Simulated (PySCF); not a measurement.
```xyz
3
charge 0 multiplicity 2, angstrom
Ga    0.0000    0.0000   -0.3641
H     0.0000    0.0000   -2.2236
F     0.0000    0.0000    1.4387
```

All numbers come from UPBE0 in PySCF with Ga def2-TZVP, H def2-TZVP, F def2-TZVP; no relativity; density-fitted integrals.

This geometry of GaHF is a stationary point at this level.

Q: What is the point group?

A: C∞v.

Q: Is it a minimum?

A: No: it has 2 imaginary modes (one degenerate set), at 648i cm⁻¹ (π).

Q: Which band is strongest in the infrared?

A: 575 cm⁻¹ (σ+), 139 km/mol.

Q: What are the dipole moment and the gap between the highest occupied and lowest empty levels of either spin?

A: 1.69 D and 3.29 eV.

Other isomers or separated fragments may lie lower. At this level a doublet minimum of Cs symmetry lies 93 kJ/mol below this structure.
